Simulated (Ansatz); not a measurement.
Geometry optimisation, Ansatz 0.2.0, RKS PBE/def2-TZVP.

The input (input.yaml):

```yaml
crystal:
  periodic: [false, false, false]
  atoms:
    - { symbol: Ga, position_ang: [0.0, 0.0, 0.0] }
    - { symbol: H, position_ang: [1.0752, 0.0, 1.406] }
    - { symbol: O, position_ang: [1.9596, 0.0, 0.3462] }
    - { symbol: H, position_ang: [2.2595, -0.9519, 0.1913] }
    - { symbol: O, position_ang: [-1.5501, 0.0, -0.895] }
    - { symbol: H, position_ang: [-2.0598, -0.8467, -0.6865] }
basis:
  gaussian: { orbitals: def2-TZVP }
hamiltonian:
  xc: pbe
relax:
  f_tol: 0.15
  max_steps: 25
  restrain:
    - { distance: [1, 2], at: 2.21, k: 30.0 }
    - { distance: [0, 1], at: 1.57, k: 30.0 }
    - { distance: [0, 2], at: 1.79, k: 30.0 }
output:
  orbitals: {}
```

Launched with:

```bash
$ ansatz run input.yaml --threads 4 --pin off --max-ram 5120MiB --backend cpu --events-out ev --progress --plain --runs-dir out
```

Where does it end, and by what steps?

The forces met the threshold. The restraints hold the end off the free minimum; the threshold counts their pulls, which the force column leaves out. Restrained pairs: H2–O3 (1.38 → 2.26 Å), Ga1–H2 (1.77 → 1.55 Å), Ga1–O3 (1.99 → 1.78 Å). After 11 steps the energy has fallen by 2.458 eV (the restraints' own energy left out); H2 moved furthest, 0.85 Å.

```tsv
step	energy less start (eV)	largest force component (eV/Å)	accepted
0	0.0000	1.903	yes
1	-0.4763	1.635	yes
2	-1.1706	1.518	yes
3	-1.8632	1.211	yes
4	-2.0026	1.459	yes
5	-2.0701	1.381	yes
6	-2.0815	1.308	yes
7	-2.0939	1.156	yes
8	-2.1652	1.535	yes
9	-2.3469	1.094	yes
10	-2.3944	1.125	yes
11	-2.4577	1.058	yes
```

```xyz
6
Properties=species:S:1:pos:R:3
Ga 0.111 -0.161 0.396
H 0.400 0.240 1.867
O 1.883 -0.332 0.265
H 2.286 -0.667 -0.556
O -1.034 -0.502 -0.937
H -1.961 -0.377 -0.674
```

Run time: 8.4 s on 4 threads of Arm Neoverse V2 (shared host), peak memory 0.2 GiB.
